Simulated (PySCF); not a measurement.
Compound: Si(OEt)Cl3, C2H5Cl3OSi.
Bonds: Si1–O2, Si1–Cl10, Si1–Cl11, Si1–Cl12, O2–C3, C3–C4. Hydrogens: H5, H6 on C3; H7, H8, H9 on C4.

Computed by this run: PBE0-D3(BJ)/def2-SVP geometry optimisation, gas phase in PySCF; density fitting, grid level 1; the optimiser is geomeTRIC in internal coordinates, started from a GFN2-xTB structure with every atom displaced at random (about 0.03 Å).

Step 0: E = -49615.4881 eV
```
atom  x, y, z in Å  |  force x, y, z in eV/Å
Si1     0.8366   -0.1492   -1.8830   -2.583   2.212   0.420
O2      0.5054   -0.0348   -0.3158   -0.608  -0.140   0.599
C3     -0.7207    0.0524    0.4431    4.607   0.632   1.853
C4     -0.1820    0.0419    1.9281   -5.250   0.035  -1.047
H5     -1.1920    0.9672    0.1847   -0.849   1.225  -0.217
H6     -1.3197   -0.7727    0.2123   -1.351  -1.681  -0.254
H7     -1.1470    0.1129    2.5501    1.184  -0.230  -0.360
H8      0.2744   -0.8781    2.1621    0.934  -1.399   0.247
H9      0.3788    0.8796    2.2214    1.276   1.438  -0.014
Cl10    2.7577   -0.1088   -1.9920    2.786  -0.040  -0.493
Cl11   -0.0475    1.5352   -2.7791    0.430  -0.565   0.097
Cl12   -0.0284   -1.7284   -2.6809   -0.574  -1.487  -0.832
```

Step 1: E = -49616.1517 eV
```
atom  x, y, z in Å  |  force x, y, z in eV/Å
Si1     0.8328   -0.1214   -1.8836   -1.148   1.007   0.231
O2      0.5852   -0.0239   -0.2834   -0.178  -0.091   0.539
C3     -0.6222    0.0597    0.4879    0.504  -0.003  -0.284
C4     -0.2924    0.0388    1.9604   -0.385   0.033  -0.116
H5     -1.1306    0.9991    0.2215   -0.180  -0.053  -0.091
H6     -1.2594   -0.8018    0.2384   -0.168   0.040  -0.140
H7     -1.2246    0.0873    2.5558    0.137  -0.019  -0.166
H8      0.2156   -0.9014    2.2087    0.214   0.079   0.137
H9      0.3123    0.9153    2.2240    0.225  -0.103   0.099
Cl10    2.7970   -0.1146   -2.1963    0.903  -0.058  -0.168
Cl11   -0.0425    1.5245   -2.7951    0.229  -0.302   0.156
Cl12   -0.0555   -1.7444   -2.6873   -0.152  -0.529  -0.196
```

Question: Estimate the geometry and energy of step 2. (The exact step hangs on the optimiser's Hessian estimate; all steps are aligned on step 1, rigid shifts and turns removed.)

Answer: E = -49616.2146 eV, largest force 0.481 eV/Å
```
atom  x, y, z in Å  |  force x, y, z in eV/Å
Si1     0.8126   -0.0994   -1.8604   -0.362   0.312  -0.053
O2      0.5914   -0.0179   -0.2555    0.192  -0.053   0.070
C3     -0.6172    0.0586    0.4797   -0.045  -0.047  -0.224
C4     -0.2987    0.0371    1.9492    0.121   0.015   0.053
H5     -1.1426    0.9899    0.1984   -0.052  -0.078   0.042
H6     -1.2611   -0.7983    0.2026   -0.009   0.104   0.035
H7     -1.2248    0.0806    2.5331   -0.133   0.019   0.102
H8      0.2349   -0.8894    2.2173   -0.002   0.105  -0.023
H9      0.3261    0.9037    2.2216   -0.017  -0.116  -0.005
Cl10    2.7995   -0.1229   -2.2082    0.280  -0.027  -0.039
Cl11   -0.0379    1.5330   -2.7729    0.063  -0.102   0.069
Cl12   -0.0667   -1.7579   -2.6539   -0.035  -0.132  -0.026
```

The energy changes by -0.0629 eV. The first-order estimate −F·Δx gives -0.1059 eV and the mean of the old and new forces, exact on a quadratic surface, -0.0624 eV. The step makes an angle of 58° with the force vector and moves no atom by more than 0.038 Å.

What follows is the cost of the whole optimisation. Time: 88 s; peak memory 0.60 GiB. Hardware: one thread, Arm Neoverse V2 (aarch64), shared host.
